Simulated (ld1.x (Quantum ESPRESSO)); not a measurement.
## Sn (Z = 50), TM semilocal: configuration errors across variants

tin (Sn), norm-conserving Troullier–Martins (semilocal form), made with ld1.x (Quantum ESPRESSO) 7.5 (PBEsol, scalar-relativistic). Core [Kr] 4d10, reference 5s2 5p0 (charge +2). Waves: 5s (bound): rc 1.70 bohr; 5p (bound, empty): rc 1.80 bohr. Local part: the p channel. Core correction: none.

All-electron excitation energies from the reference (eV): (1) 5s2 5p2 -20.869; (2) 5s2 5p1 -13.972; (3) 5s1 5p0 31.014; (4) 5s2 5p2.3 -21.722; (5) 5s0 5p4 -6.622; (6) 5s2 5p1.5 -18.244; (7) 5s1 5p2 -6.284.

A semilocal file is local in each channel, so a ghost entry of none says nothing of the separable form that plane-wave codes build from it.

Tests that are not counted but printed errors over 1 eV. “wave 5p (bound): rc 1.80 bohr becomes 5p (bound): rc 1.34 bohr”: 5s2 5p2.3 (pseudo-atom not self-consistent, printed error -53.0 eV); 5s0 5p4 (solver errors, printed error -56.8 eV).

4 further variants failed, have other tests or another functional or relativity, and are left out.

A true bound ghost makes a file unfit for plane-wave use even where its test errors are small: the radial tests pick states by their node count and pass the ghost by. Where a test does run into it, the solver fails or the error is huge.

Errors AE − PS in meV (a dash: test not solved or not reliable):

| change | (1) | (2) | (3) | (4) | (5) | (6) | (7) | bound ghosts |
| --- | --- | --- | --- | --- | --- | --- | --- | --- |
| base | +61 | +26 | +92 | +70 | +163 | +43 | +63 | none |
| core correction a·sin(br)/r model core inside 2.06 bohr | -49 | -22 | -125 | -52 | +1.9 | -38 | -1.1 | none |
| wave 5p (bound): rc 1.80 bohr becomes 5p (bound): rc 2.48 bohr | +60 | +26 | +92 | +69 | +143 | +44 | +57 | none |
| all radii scaled by about 1.15 (s 1.96, p 2.06 bohr) | +56 | +25 | +94 | +64 | +130 | +40 | +54 | none |
| wave 5p (bound): rc 1.80 bohr becomes 5p (bound): rc 1.34 bohr | -11781 | – | +92 | – | – | -6962 | – | p (extra level of the local part) |
| all radii scaled by about 0.82 (s 1.40, p 1.48 bohr) | +129 | +48 | +104 | +151 | +279 | +88 | +100 | p (extra level of the local part) |
| core correction a·sin(br)/r model core inside 1.16 bohr | -39 | -18 | -125 | -41 | -9.8 | -31 | -3.0 | none |

(1) Give the same row for: wave 5s (bound): rc 1.70 bohr becomes 5s (bound): rc 2.56 bohr.

Results:

(1) +64, +27, +79, +74, +140, +46, +54; bound ghosts: none.
